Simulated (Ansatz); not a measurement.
Two structures, one formula

The two ends of one reaction step of SiNH5BrF, closed shell (PBE0-D4/def2-TZVP).

A:

Si1  (-0.563, -0.787, -0.422)
Br2  (1.298, -1.686, 0.531)
H3  (-0.807, -1.613, -1.621)
H4  (-1.593, -0.927, 0.624)
N5  (-0.389, 0.836, -0.871)
H6  (1.252, 0.364, 1.699)
F7  (0.936, 1.212, 1.927)
H8  (0.100, 1.076, -1.719)
H9  (-0.233, 1.525, -0.148)
(Å)

B:

Si1  (-1.076, -0.162, -0.070)
Br2  (2.922, -0.956, 0.821)
H3  (-1.196, -1.384, -0.893)
H4  (-2.363, 0.480, 0.267)
N5  (-0.095, 0.960, -0.870)
H6  (1.593, -0.886, 1.336)
F7  (-0.464, -0.668, 1.341)
H8  (0.762, 0.684, -1.322)
H9  (-0.083, 1.932, -0.610)
(Å)

Ansatz 0.2.0; basis: def2-TZVPP; cores frozen in the correlated methods. Filled d shells of the heavier atoms are correlated. The def2 sets are not built for correlating such inner shells, so the correlated values are less sure here. B3LYP uses VWN-RPA correlation.

(1) Which structure is lower at CCSD(T), and by how much? (To be estimated.)

No T1 diagnostic of these runs exceeds 0.009.

Answers

(1) Computed: B, by 0.426 eV (electronic energy, against the other). By their contacts, A is a complex of SiNH₄Br ([NH2][SiH2][Br]) + HF and B is a complex of SiNH₄F ([NH2][SiH2][F]) + HBr.

All methods give the same order:

```
      method  E(B) − E(A) (eV)
       SPW92            -0.266
      PBE-D4            -0.264
     BLYP-D4            -0.405
   r2SCAN-D4            -0.368
      B97M-V            -0.469
     PBE0-D4            -0.283
    B3LYP-D4            -0.416
  r2SCAN0-D4            -0.357
    BHLYP-D4            -0.450
CAM-B3LYP-D4            -0.489
     wB97X-V            -0.406
     wB97M-V            -0.388
      B2PLYP            -0.445
    PBE-QIDH            -0.333
  RPA on PBE            -0.477
          HF            -0.571
         MP2            -0.373
        CCSD            -0.456
     CCSD(T)            -0.426
```

Labels in which every atom is bracketed show which atoms are joined, not bond orders.

For scale, one of the runs: CCSD(T)/def2-TZVPP, 222 basis functions, launched by `ansatz run in.yaml --threads 4 --pin off --events-out ev --progress --plain --max-ram 9574MiB`. The run took 2.3 min on 4 CPU threads of an Arm Neoverse V1 (shared host), with 3.6 GiB of host memory at its peak.
